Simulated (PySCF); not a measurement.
Structure with atom numbers: `[CH:1]#[C:2]/[CH:3]=[CH:4]\[O:5][SiH3:6]`; H(Xn) means a hydrogen on atom n.

Geometry: GFN2-xTB; GIAO absolute shieldings from PySCF 2.14.0 with density-fitted response routines, gas phase, non-relativistic, averaged over equivalent atoms.

At mPW1PW91/pcSseg-1 (139 basis functions, 11 s wall time on 1 thread of an Arm Neoverse V1, shared host):
```csv
atoms,σ (ppm)
C4,27.1
C3,88.6
C1,94.1
C2,104.5
O5,229.1
Si6,384.4
H(C4),25.20
H(Si6),26.75
H(C3),26.86
H(C1),28.93
```

Estimate the result of repeating the calculation with PBE0/pcSseg-1.

## Answers


| atoms | σ at PBE0/pcSseg-1 | change |
| --- | --- | --- |
| C4 | 28.0 | +0.9 |
| C3 | 89.4 | +0.8 |
| C1 | 94.6 | +0.5 |
| C2 | 104.9 | +0.4 |
| O5 | 229.3 | +0.2 |
| Si6 | 385.4 | +1.0 |
| H(C4) | 25.14 | -0.06 |
| H(Si6) | 26.65 | -0.10 |
| H(C3) | 26.79 | -0.07 |
| H(C1) | 28.88 | -0.05 |

The largest change is at Si6 (silicon bonded to O, 3 H). Cost: 139 basis functions, 12 s wall time on 1 thread of an Arm Neoverse V1, shared host. The order of the carbon signals is the same at both levels.
